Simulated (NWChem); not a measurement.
# C2H4GeO2; SMILES C=C1[O][GeH2][O]1

```xyz
9

C      0.0000     0.0000    -2.6039
C      0.0000     0.0000    -1.2611
O      0.0000     1.1174    -0.4371
Ge     0.0000     0.0000     1.0243
O      0.0000    -1.1174    -0.4371
H      0.0000    -0.9527    -3.1463
H      0.0000     0.9527    -3.1463
H     -1.3102     0.0000     1.8488
H      1.3102     0.0000     1.8488
```
Atoms are numbered in this order, from 1.

All runs: NWChem. Geometry: optimised at PBE-D3(BJ)/def2-SVP. Total energies compare along this basis series because the functional is fixed.

```tsv
level	basis functions	energy (Ha)	highest occupied level (eV)	orbital gap (eV)	dipole (D)
TPSS/cc-pVDZ	103	-2306.0407	___	2.83	___
TPSS/aug-cc-pVDZ	164	-2306.0635	-5.00	2.73	3.44
TPSS/cc-pVTZ	219	-2306.1853	-4.95	2.80	3.42
```

**Question.** Fill in the missing entries.

**Answer.** 
- TPSS/cc-pVDZ, highest occupied level (eV): -4.78
- TPSS/cc-pVDZ, dipole (D): 3.37
